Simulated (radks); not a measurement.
Task: The mean radii <r> (bohr) of the occupied orbitals of an atom or ion are listed with their occupations. All-electron calculation, Dirac Kohn-Sham, B86b exchange with PBE correlation, spin-unpolarised, spherical densities, finite nucleus; Fermi nuclear charge, rms radius of each element as measured or else 0.836 A^(1/3) + 0.57 fm. Program: a radial shooting solver on a logarithmic mesh with Libxc functionals.

| orbital | occ. | <r> |
|---|---|---|
| 1s1/2 | 2 | 0.03916 |
| 2s1/2 | 2 | 0.1721 |
| 2p1/2 | 2 | 0.1474 |
| 2p3/2 | 4 | 0.1516 |
| 3s1/2 | 2 | 0.4911 |
| 3p1/2 | 2 | 0.4902 |
| 3p3/2 | 4 | 0.5005 |
| 3d3/2 | 4 | 0.4928 |
| 3d5/2 | 6 | 0.4963 |
| 4p1/2 | 1.33333 | 1.394 |
| 4p3/2 | 2.66667 | 1.418 |
| 4d3/2 | 0.8 | 1.793 |
| 4d5/2 | 1.2 | 1.800 |

Name the element and its charge. Open shells, if any, are shared by 2j + 1.

Result: Z = 38, strontium, charge +4: Sr4+ in [Ar] 3d10 4p4 4d2. The 1s radius gives Z: for a bare nucleus <r> = (2 gamma + 1)/(2Z) with gamma = sqrt(1 - (Z/c)^2), 0.03844 bohr for Z = 38, and screening makes it slightly larger (0.03916 here). The occupations add up to 34, and the charge is Z minus that.
